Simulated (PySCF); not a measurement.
**IF and its ions**

RHF-SCS-MP2; I aug-cc-pVDZ-PP with ECP28, F aug-cc-pVDZ; scalar-relativistic core potentials (PySCF 2.14). Neutral (RHF): singlet (closed shell), Re = 1.953 Å, ωe = 616 cm⁻¹, De = 2.82 eV.

IF⁻ (UHF): doublet (σ ↑), Re = 2.345 Å, ωe = 304 cm⁻¹, De = 1.45 eV to I + F⁻. The energies at the minima are -394.38577 hartree for IF and -394.45912 for IF⁻.

(1) Work out the adiabatic electron affinity, without and with harmonic zero-point energies (1 hartree = 27.2114 eV, 1 eV = 8065.5 cm⁻¹), and the change of the bond length.

Correlated steps freeze 5 core orbitals. Correlated levels converge slowly with the basis: in double zeta they bind strong bonds too weakly, by up to about 1 eV, and carry superposition errors of some tenths. Spin–orbit coupling is left out, which matters for elements this heavy, above all for dissociation energies. For an ion De counts to the pair picked by the measured ionisation energies or electron affinities, which need not be the lowest pair at this level. Where the molecule has an RHF reference, its open-shell atoms are computed with UHF. States were picked by a PBE0 search and need not be the measured ground states.

Neutral and ion stand on different kinds of reference determinant, which adds to the error of the difference.

Answers

(1) At SCS-MP2: 0.07335 hartree = 1.996 eV between the minima; the zero-point term (616.0 − 304.0)/2 cm⁻¹ = +0.019 eV makes it 2.015 eV. Re changes by +39.2 pm against the neutral. The electron enters a σ orbital, and the ion is left as a loose complex of an ion and an atom.
